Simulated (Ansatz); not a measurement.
Ansatz (a quantum-chemistry and plane-wave program) input:

Ansatz 0.2 input:
```yaml
crystal:
  periodic: [false, false, false]
  atoms:
    - {symbol: Si, position_ang: [-2.08271016, 1.16685804, -0.08645439]}
    - {symbol: Si, position_ang: [-1.17969787, -0.95437067, 0.33779647]}
    - {symbol: Si, position_ang: [1.11436054, -0.75439425, 0.77827168]}
    - {symbol: Si, position_ang: [2.14395526, 0.43488275, -0.95971168]}
    - {symbol: H, position_ang: [-1.79925194, 2.07317811, 1.05305053]}
    - {symbol: H, position_ang: [-1.45635992, 1.73511341, -1.30470111]}
    - {symbol: H, position_ang: [-3.55030887, 1.10285426, -0.29060147]}
    - {symbol: H, position_ang: [-1.37194873, -1.81414297, -0.85872228]}
    - {symbol: H, position_ang: [-1.88291602, -1.58945898, 1.48211595]}
    - {symbol: H, position_ang: [1.74210566, -2.09314928, 0.92315451]}
    - {symbol: H, position_ang: [1.30202613, -0.01454041, 2.05311435]}
    - {symbol: H, position_ang: [1.59192740, 1.81037807, -1.01101245]}
    - {symbol: H, position_ang: [1.86975584, -0.22929215, -2.25737207]}
    - {symbol: H, position_ang: [3.61226177, 0.51739773, -0.76765506]}
basis:
  gaussian:
    orbitals: def2-TZVPD
hamiltonian:
  xc: {name: HSE06}
output: {forces: true}
```

### Question
Which total energy does the run end on?

### Answer
-1163.47853 Eh (HSE06/def2-TZVPD). The basis has 262 functions.
